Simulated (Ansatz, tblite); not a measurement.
Species of one formula, C2H8OSi (singlet), each relaxed with PBE0-D4/def2-SVP in Ansatz.

The xTB rows come from tblite. Correlated methods freeze 8 core orbitals.

Other spin states weren't relaxed.

A: SiH2Me(OMe) (C₂H₈OSi)

B: Si(OEt)H3 (C2H8OSi)

Estimate which lies lowest at each level, and how far above it the others are (eV).


| level | A | B |
| --- | --- | --- |
| GFN1-xTB | 0.28 | 0.00 |
| GFN2-xTB | 0.32 | 0.00 |
| HF/STO-3G | 0.00 | 0.42 |
| HF/def2-TZVP | 0.00 | 0.31 |
| LDA (SPW92)/def2-TZVP | 0.00 | 0.34 |
| PBE-D4/def2-SVP | 0.00 | 0.30 |
| PBE-D4/def2-TZVP | 0.00 | 0.38 |
| r2SCAN-D4/def2-TZVP | 0.00 | 0.39 |
| r2SCANh-D4/def2-TZVP | 0.00 | 0.39 |
| PBE0-D4/def2-SVP | 0.00 | 0.31 |
| PBE0-D4/def2-TZVP | 0.00 | 0.37 |
| RPA@PBE/def2-TZVP | 0.00 | 0.31 |
| MP2/def2-TZVP | 0.00 | 0.36 |
| CCSD/def2-TZVP | 0.00 | 0.34 |
| CCSD(T)/def2-TZVP | 0.00 | 0.34 |
Point groups (tolerance 0.1 Å): A Cs, B not assigned.
